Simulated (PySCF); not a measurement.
C6H11N3.
Bonds: C1–C2, C2–C3, C2–C4, C4–N5, N5–C6 (aromatic), C6–C7 (aromatic), C7–N8 (aromatic), N8–N9 (aromatic), N5–N9 (aromatic). Hydrogens: H10, H11, H12 on C1; H13 on C2; H14, H15, H16 on C3; H17, H18 on C4; H19 on C6; H20 on C7.

NICS is the negative of the GIAO shielding at a point without a nucleus: at the ring centre (0) and 1 Å above and below it (1); zz is the component along the ring normal. Level: GIAO PBE0/pcSseg-1 (PySCF, non-relativistic, gas phase) on the GFN2-xTB geometry, one conformer.

Ring bond lengths (Å), with Mayer bond orders in brackets: N5–C6 1.352 (1.16), C6–C7 1.375 (1.45), C7–N8 1.346 (1.36), N8–N9 1.279 (1.46), N9–N5 1.327 (1.18).

Question: What do the NICS probes read (ppm)?

Answer: 
```json
{"ring": "N5–C6–C7–N8–N9", "type": "5-membered ring with 3 N; formal bonds all aromatic", "NICS(0)": "-13.2", "NICS(1), two faces": "-13.0 / -13.4", "NICS(1)zz, two faces": "-33.2 / -34.8", "rms pucker (Å)": "0.00", "centre to ring atoms, mean (Å)": "1.14"}
```

Question: What do they say, and how far can they be read as aromaticity?

Answer: 
- N5–C6–C7–N8–N9: mean NICS(1)zz -34.0 ppm, shielded. The ring is flat and has no four-coordinate atom; by the NICS criterion it is aromatic.

Question: How equal are the bonds by HOMA? HOMA takes Krygowski's 1993 parameters.

Answer: 
- N5–C6–C7–N8–N9: HOMA 0.95; the largest term is that of N8–N9, α(R − Ropt)² = 0.12. The geometric and the magnetic index point the same way.

Question: Give the inner angles of the rings and the Hirshfeld charges of the ring atoms.

Answer: 
- N5–C6–C7–N8–N9: N5 109.7° (+0.049 e), C6 104.2° (-0.029 e), C7 107.9° (-0.046 e), N8 109.1° (-0.148 e), N9 109.0° (-0.070 e); sum 540.0° against 540° for a flat convex ring.

Question: How shielded are the nuclei of the rings and their hydrogens (means over atoms taken as equivalent)?

Answer: 
```
atoms                          environment  σ isotropic (ppm)  principal values of the symmetric part, first atom (ppm)
   N5                pyrrole-type nitrogen               -4.9                                       -156.5, 22.1, 119.7
   C6  aromatic CH next to a ring nitrogen               58.4                                        -22.1, 54.2, 143.0
   C7  aromatic CH next to a ring nitrogen               48.4                                        -31.4, 51.5, 125.1
   N8               pyridine-type nitrogen             -119.1                                     -367.8, -176.5, 187.0
   N9               pyridine-type nitrogen             -135.3                                     -378.0, -135.4, 107.6
  H19                    aromatic hydrogen              24.23                                          22.0, 22.6, 28.1
  H20                    aromatic hydrogen              23.91                                          21.8, 23.8, 26.2
```

The run took 30 s on one thread of an Arm Neoverse V2, on a shared host. This is the whole shielding run at PBE0/pcSseg-1, SCF included.

Shape of the structure used: `[CH3:1][CH:2]([CH3:3])[CH2:4][n:5]1[cH:6][cH:7][n:8][n:9]1`: C1–C2–C4–N5 170°, C2–C4–N5–C6 -83°.
